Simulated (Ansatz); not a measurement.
Saddle point of AlSiN₂H₉, singlet (AlSiN₂H₇ ([NH2][Al]([NH2])[SiH3]) + H₂ → AlN₂H₅ ([NH2][AlH][NH2]) + SiH₄; bonds formed: Al1–H6, Si2–H5; bonds broken: Al1–Si2, H5–H6), PBE0-D4/def2-TZVP structure:

```xyz
13
angstrom
Al -0.6859 -0.0811 -0.3391
Si 1.5877 0.6633 0.8434
N -1.4641 -1.0022 0.9552
N -0.5007 -0.5914 -2.0229
H -0.0051 1.4015 0.0715
H -0.9596 1.6263 -0.4206
H 2.5934 1.4502 0.0774
H 1.5418 1.1835 2.2394
H 2.0781 -0.7486 0.9104
H -2.3971 -1.3741 0.8861
H -1.1335 -1.0653 1.9027
H -0.4964 0.0360 -2.8091
H -0.1585 -1.4981 -2.2946
```

Energies are electronic, without zero-point energy. Barriers and step energies count from the start structure reached by relaxing down the imaginary mode; all methods use the PBE0-D4 structures, on which another method's saddle can fall below an end. Computed with Ansatz 0.2.0 (basis: def2-TZVPP, with def2-QZVPP for the basis limit); correlated methods freeze the cores. B3LYP uses VWN-RPA correlation. Extrapolation: Hartree–Fock as exp(−7.88 √X), correlation as X^−2.97.

```json
{"method": "SPW92", "barrier (kJ/mol)": "98.3", "step energy (kJ/mol)": "-18.6"}
{"method": "PBE-D4", "barrier (kJ/mol)": "128.6", "step energy (kJ/mol)": "-7.9"}
{"method": "BLYP-D4", "barrier (kJ/mol)": "143.4", "step energy (kJ/mol)": "-17.4"}
{"method": "r2SCAN-D4", "barrier (kJ/mol)": "?", "step energy (kJ/mol)": "-16.3"}
{"method": "B97M-V", "barrier (kJ/mol)": "?", "step energy (kJ/mol)": "-30.1"}
{"method": "PBE0-D4", "barrier (kJ/mol)": "139.2", "step energy (kJ/mol)": "-13.7"}
{"method": "B3LYP-D4", "barrier (kJ/mol)": "150.4", "step energy (kJ/mol)": "-21.7"}
{"method": "r2SCAN0-D4", "barrier (kJ/mol)": "142.2", "step energy (kJ/mol)": "-20.2"}
{"method": "BHLYP-D4", "barrier (kJ/mol)": "164.4", "step energy (kJ/mol)": "-29.2"}
{"method": "CAM-B3LYP-D4", "barrier (kJ/mol)": "155.6", "step energy (kJ/mol)": "-27.1"}
{"method": "wB97X-V", "barrier (kJ/mol)": "160.3", "step energy (kJ/mol)": "-22.6"}
{"method": "wB97M-V", "barrier (kJ/mol)": "155.0", "step energy (kJ/mol)": "-28.8"}
{"method": "B2PLYP", "barrier (kJ/mol)": "160.4", "step energy (kJ/mol)": "-20.6"}
{"method": "PBE-QIDH", "barrier (kJ/mol)": "154.4", "step energy (kJ/mol)": "-18.7"}
{"method": "RPA on PBE", "barrier (kJ/mol)": "163.7", "step energy (kJ/mol)": "-20.2"}
{"method": "HF", "barrier (kJ/mol)": "?", "step energy (kJ/mol)": "-35.3"}
{"method": "MP2", "barrier (kJ/mol)": "165.3", "step energy (kJ/mol)": "-21.3"}
{"method": "CCSD", "barrier (kJ/mol)": "170.0", "step energy (kJ/mol)": "-22.6"}
{"method": "CCSD(T)", "barrier (kJ/mol)": "163.9", "step energy (kJ/mol)": "-19.6"}
```

Problem. Fill in the withheld barriers. (Judge from chemistry; the value comes from the calculation.)

Solution. The calculation gives: HF 206.3; r2SCAN-D4 132.7; B97M-V 130.4 kJ/mol. Each is the energy of the saddle less that of the start structure, by the same method.

For comparison, the barrier by CCSD(T) at an estimated basis limit (MP2 extrapolated from triple and quadruple zeta, plus CCSD(T) − MP2 in triple zeta) is 161.9 kJ/mol.

The T1 diagnostic stays at or below 0.013.

Labels in which every atom is bracketed show which atoms are joined, not bond orders.

For scale, one of the runs: CCSD(T)/def2-TZVPP, 272 basis functions (an equivalent command: `ansatz run in.yaml --threads 4`). Hardware: 4 CPU threads, shared host. Wall time 100 s; peak host memory 6.8 GiB.
